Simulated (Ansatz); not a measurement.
Program: Ansatz. Geometries: PBE0-D4/def2-TZVP. ΔE: electronic, gas phase. CCSD(T)/CBS is the MP2 limit (def2-TZVPP, def2-QZVPP) plus CCSD(T) − MP2 in def2-TZVPP, frozen cores. This one scheme is used for every species. Functionals use def2-TZVPP. B3LYP here is the variant with VWN-RPA as its local correlation; programs differ in this. For Ge outer-core shells are correlated without core-valence functions, which leaves a few kJ/mol of doubt a bond. Scalar relativity is left out up to krypton. One conformer a species, not always the lowest.

Reaction (ligand exchange at a Ge–O bond): `[NH2][GeH2][O][SiH](N)F` + NH₃ → `[NH2][GeH2][NH2]` + `N[SiH](O)F`

`[NH2][GeH2][O][SiH](N)F`:

Z-matrix (Å, degrees):
```
Ge
O 1 1.800
N 1 1.819 2 112.8
H 1 1.534 2 106.0 3 119.1
H 1 1.530 2 104.9 3 -119.2
Si 2 1.612 1 128.7 3 -28.7
H 3 1.011 1 114.7 2 -67.0
H 3 1.012 1 113.4 2 58.9
N 6 1.711 2 109.9 1 -42.3
F 6 1.599 2 112.3 1 73.0
H 6 1.477 2 107.6 1 -170.7
H 9 1.008 6 119.2 2 160.5
H 9 1.008 6 119.5 2 -58.1
```

NH₃:

```xyz
4

N    -0.278    0.044   -0.008
H    -0.047   -0.824    0.460
H     0.120   -0.004   -0.937
H     0.205    0.785    0.485
```

`[NH2][GeH2][NH2]`:

Cartesian coordinates in Å:
```
N 0.600 -1.273 0.627
Ge -0.406 -0.138 -0.402
N 0.152 1.528 0.118
H 1.594 -1.228 0.450
H 0.303 -2.238 0.618
H -1.875 -0.509 -0.093
H -0.167 -0.185 -1.929
H -0.155 2.289 -0.472
H -0.046 1.753 1.083
```

`N[SiH](O)F`:

```xyz
8

N     1.139    0.330   -0.042
Si   -0.364   -0.432    0.177
O    -1.584    0.620   -0.064
F    -0.363   -1.622   -0.887
H     1.945   -0.201   -0.329
H     1.397    1.147    0.485
H    -0.651   -1.035    1.491
H    -1.518    1.193   -0.831
```

| level | ΔE (kJ/mol) | difference from CCSD(T)/CBS |
| --- | --- | --- |
| PBE0-D4 | 50.0 | -0.9 |
| B3LYP-D4 | 55.3 | 4.4 |
| ωB97M-V | 52.8 | 1.9 |
| B2PLYP | 49.7 | -1.2 |
| PBE | 43.7 | -7.2 |
| r2SCAN | 50.8 | -0.1 |
| PBE0 | 44.3 | -6.6 |
| HF/def2-TZVPP | 51.0 | 0.1 |
| MP2/def2-TZVPP | 52.4 | 1.5 |
| SCS-MP2/def2-TZVPP | 53.0 | 2.1 |
| CCSD(T)/def2-TZVPP | 53.3 | 2.4 |
| HF/def2-QZVPP | 51.3 | 0.4 |
| MP2/def2-QZVPP | 51.2 | 0.3 |
| SCS-MP2/def2-QZVPP | 51.7 | 0.8 |
| HF/CBS(def2) | 51.4 | 0.5 |
| CCSD/CBS(def2) | 49.6 | -1.3 |
| CCSD(T)/CBS | 50.9 | 0 |

Largest T1 diagnostic among the species: 0.012.

The D4 term adds +9.3 kJ/mol with B3LYP and +5.7 kJ/mol with PBE0; it sums over pairs of atoms, weighted by their polarisabilities, and B3LYP, whose exchange is more repulsive, gets the larger term.
